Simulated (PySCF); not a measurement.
Li3X+ across group 16

Level: PBE0, basis family def2-TZVP, scalar-relativistic core potentials from Rb on and no relativity for lighter atoms.

Each entry is the lowest minimum that a search over a few typed start shapes (and spin states, where more than one is plausible) found, or that minimum re-optimised at the stated level; isomers with ligand–ligand bonds, or fragments after loss of a ligand pair, can lie lower. Open shells are unrestricted; no spin–orbit coupling; PySCF with density fitting.

| molecule | 2S+1 | point group | mean bond to the central atom (Å) | polar-tensor charge of the central atom | lowest ω (cm⁻¹) | dipole (D) | highest ω (cm⁻¹) |
| --- | --- | --- | --- | --- | --- | --- | --- |
| Li₃S⁺ | 1 | D3h | 2.156 | -1.27 | 92 | 0.00 | 565 |
| Li₃Se⁺ | 1 | D3h | 2.283 | -1.20 | 45 | 0.00 | 486 |
| Li₃Te⁺ | 1 | C3v | 2.505 | -1.07 | 49 | 5.72 | 424 |

The shape of Li₃Se⁺ rests on a mode under 45 cm⁻¹ and is not firmly settled.

Left out of the table are members whose search was unfinished or whose lowest solution was spin-contaminated, unstable, very soft or bonded differently.
